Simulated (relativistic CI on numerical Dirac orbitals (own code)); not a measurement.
Ions with 41 electrons, Nb to Ba¹⁵⁺

These numbers are calculated, not measured: Dirac-Coulomb-Breit CI, orbitals from a KLI potential per configuration, model QED, valence Slater integrals scaled by 0.9, P86 correlation energy added to each configuration (own radial code, finite nucleus).

Configurations in the expansion (outside the closed core [Ar] 3d10): 4s²4p⁶4d⁵, 4s²4p⁶4d⁴5s, 4s²4p⁵4d⁶, 4s4p⁶4d⁶, 4s²4p⁶4d⁴5p, 4s²4p⁶4d³5s², 4s²4p⁶4d²5s²5p. Double excitations out of closed p, d and f shells are left out; levels of such configurations are missing from the list, as are those of other unlisted configurations, and high levels can miss mixing partners.

Energies above each ion's lowest level, in cm⁻¹. Levels are followed by their leading LS label, which can pass from one level to another where the coupling changes.

```tsv
Ion	4s²4p⁶4d⁵ ⁶S5/2	4s²4p⁶4d⁵ ⁴G5/2	4s²4p⁶4d⁵ ⁴G7/2	4s²4p⁶4d⁵ ⁴G9/2	4s²4p⁶4d⁵ ⁴G11/2	4s²4p⁶4d⁵ ⁴P1/2	4s²4p⁶4d⁵ ⁴D1/2
Nb	12232.8						
Mo⁺	?	?	?	?	?	?	?
Tc²⁺	0.0	20971.2	21113.0	21207.9	21191.6	23835.9	25591.6
Ru³⁺	0.0	23892.5	24124.8	24269.7	24218.0	27500.5	29763.4
Rh⁴⁺	0.0	26401.1	26773.0	26994.3	26897.6	30584.1	33401.1
Pd⁵⁺	0.0	28615.3	29198.2	29527.7	29371.9	33362.5	36819.4
Ag⁶⁺	0.0	30563.7	31464.7	31942.3	31709.0	35948.0	40143.2
Cd⁷⁺	0.0	32234.8	33607.4	34282.2	33948.6	38403.1	43443.5
In⁸⁺	0.0	33608.6	35646.5	36577.8	36116.1	40769.7	46769.8
Sn⁹⁺	0.0	34681.8	37595.2	38852.4	38229.3	43079.5	50162.7
Sb¹⁰⁺	0.0	35472.2	39464.2	41125.3	40302.0	45359.8	53658.6
Te¹¹⁺	0.0	36008.4	41265.0	43414.0	42346.1	47636.3	57293.4
I¹²⁺	0.0	36324.0	43012.2	45735.4	44374.1	49935.0	61104.6
Xe¹³⁺	0.0	36456.9	44725.8	48107.4	46400.7	52284.1	65132.4
Cs¹⁴⁺	0.0	36451.0	46432.4	50550.1	48445.0	54714.7	69421.4
Ba¹⁵⁺	0.0	36359.2	48165.9	53087.0	50532.4	57262.7	74021.8
```

Task: Fill in the row of Mo⁺.

Result: 4s²4p⁶4d⁵ ⁶S5/2 0.0, 4s²4p⁶4d⁵ ⁴G5/2 17095.9, 4s²4p⁶4d⁵ ⁴G7/2 17190.8, 4s²4p⁶4d⁵ ⁴G9/2 17268.1, 4s²4p⁶4d⁵ ⁴G11/2 17296.1, 4s²4p⁶4d⁵ ⁴P1/2 17949.1, 4s²4p⁶4d⁵ ⁴D1/2 18991.5 (cm⁻¹).

In the calculation the lowest level changes from 4s²4p⁶4d⁴5s ⁶D1/2 to 4s²4p⁶4d⁵ ⁶S5/2 at Mo⁺.

Between Z = 53 and 56 the energy of 4s²4p⁶4d⁵ ⁴G5/2 follows a local power law Z^0.0. For orientation: electrostatic splittings inside a shell grow about linearly with the screened charge, excitations that change n as its square, and fine structure as its fourth power; written in Z itself the exponents are larger, since the screened charge grows faster in proportion.

The members near neutrality are the least accurate: they can be off by several eV, miss lower levels of configurations outside the list, or start from a wrong lowest level.
